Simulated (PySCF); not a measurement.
## `[C@@H]1(C)C=C(C=C)[C@@H]1F`, C7H9F

Molfile (atoms numbered from 1):
```
C7H9F
     RDKit          3D

 17 17  0  0  0  0  0  0  0  0999 V2000
    2.9675   -0.1390    0.3182 C   0  0  0  0  0  0  0  0  0  0  0  0
    1.9322   -0.9523    0.5064 C   0  0  0  0  0  0  0  0  0  0  0  0
    0.5754   -0.5817    0.2159 C   0  0  0  0  0  0  0  0  0  0  0  0
   -0.6243   -1.1736    0.3319 C   0  0  0  0  0  0  0  0  0  0  0  0
   -1.4053    0.0066   -0.1855 C   0  0  1  0  0  0  0  0  0  0  0  0
   -2.3034    0.6986    0.8276 C   0  0  0  0  0  0  0  0  0  0  0  0
   -0.0123    0.6724   -0.3971 C   0  0  1  0  0  0  0  0  0  0  0  0
    0.1897    1.8462    0.2855 F   0  0  0  0  0  0  0  0  0  0  0  0
    2.8334    0.8580   -0.0666 H   0  0  0  0  0  0  0  0  0  0  0  0
    3.9749   -0.4376    0.5502 H   0  0  0  0  0  0  0  0  0  0  0  0
    2.0705   -1.9491    0.9059 H   0  0  0  0  0  0  0  0  0  0  0  0
   -0.9481   -2.1405    0.6691 H   0  0  0  0  0  0  0  0  0  0  0  0
   -1.9509   -0.1725   -1.1165 H   0  0  0  0  0  0  0  0  0  0  0  0
   -3.1629    0.0722    1.0550 H   0  0  0  0  0  0  0  0  0  0  0  0
   -1.7546    0.8896    1.7464 H   0  0  0  0  0  0  0  0  0  0  0  0
   -2.6533    1.6489    0.4315 H   0  0  0  0  0  0  0  0  0  0  0  0
    0.2645    0.8659   -1.4385 H   0  0  0  0  0  0  0  0  0  0  0  0
  1  2  2  0
  2  3  1  0
  3  4  2  0
  4  5  1  0
  5  6  1  0
  5  7  1  0
  7  8  1  0
  7  3  1  0
  1  9  1  0
  1 10  1  0
  2 11  1  0
  4 12  1  0
  5 13  1  6
  6 14  1  0
  6 15  1  0
  6 16  1  0
  7 17  1  6
M  END
```

Method used: PySCF, TDDFT PBE0/def2-SVPD circular dichroism and optical rotation, one conformer, gas phase. Geometry: GFN2-xTB.

The molecule is flexible and this is one conformer; a measurement averages over conformers. States above about 6.8 eV (minus the energy of the highest occupied orbital) lie near or above the ionisation threshold and depend on the basis.

(1) Assign R or S to each stereocentre.

(2) Which excitations and rotatory strengths does the calculation give?

Results:

(1) C5 R, C7 R.

(2) Rotatory strengths R in 10⁻⁴⁰ esu² cm², velocity form and length form (origin at the centre of mass); f in length form.
| state | E (eV) | λ (nm) | f | R (velocity) | R (length) | main |
| --- | --- | --- | --- | --- | --- | --- |
| 1 | 5.55 | 223 | 0.605 | -52.0 | -51.2 | HOMO→LUMO 0.96 |
| 2 | 6.10 | 203 | 0.005 | -5.1 | -5.0 | HOMO−1→LUMO 0.94 |
| 3 | 6.41 | 193 | 0.010 | +22.2 | +22.2 | HOMO−2→LUMO 0.91 |
| 4 | 6.59 | 188 | 0.024 | +49.2 | +48.0 | HOMO→LUMO+1 0.92 |
| 5 | 6.90 | 180 | 0.004 | -12.2 | -13.0 | HOMO→LUMO+2 0.83, HOMO−3→LUMO 0.13 |
| 6 | 7.13 | 174 | 0.017 | -1.1 | -2.4 | HOMO→LUMO+3 0.84 |
| 7 | 7.23 | 171 | 0.019 | -6.7 | -7.0 | HOMO→LUMO+4 0.52, HOMO−3→LUMO 0.21 |
| 8 | 7.36 | 169 | 0.003 | +11.2 | +10.9 | HOMO−4→LUMO 0.86 |
| 9 | 7.57 | 164 | 0.014 | +3.6 | +4.5 | HOMO→LUMO+5 0.79, HOMO→LUMO+4 0.14 |
| 10 | 7.73 | 160 | 0.016 | -18.1 | -17.2 | HOMO−3→LUMO 0.42, HOMO→LUMO+4 0.21 |
| 11 | 8.00 | 155 | 0.003 | -5.1 | -4.0 | HOMO−5→LUMO 0.38, HOMO−6→LUMO 0.29 |
| 12 | 8.03 | 154 | 0.008 | -5.7 | -5.6 | HOMO→LUMO+6 0.72, HOMO→LUMO+7 0.17 |
| 13 | 8.06 | 154 | 0.015 | +7.7 | +7.3 | HOMO→LUMO+7 0.72, HOMO→LUMO+6 0.14 |
| 14 | 8.21 | 151 | 0.0005 | -2.6 | -3.0 | HOMO−1→LUMO+1 0.72, HOMO−5→LUMO 0.15 |
| 15 | 8.38 | 148 | 0.030 | -24.3 | -25.1 | HOMO−2→LUMO+1 0.88 |
| 16 | 8.42 | 147 | 0.010 | -6.6 | -5.5 | HOMO−6→LUMO 0.53, HOMO−5→LUMO 0.30 |

Among the states computed, the strongest CD band (largest |R|) is state 1. The largest dissymmetry factor in size, g = 4R/(D+G), with D and G the electric and magnetic dipole strengths, is -0.089 for state 14 (velocity form, f = 0.0004), among bands with |R| over 0.5. The mirror image has the same energies and oscillator strengths and all R with the opposite sign.
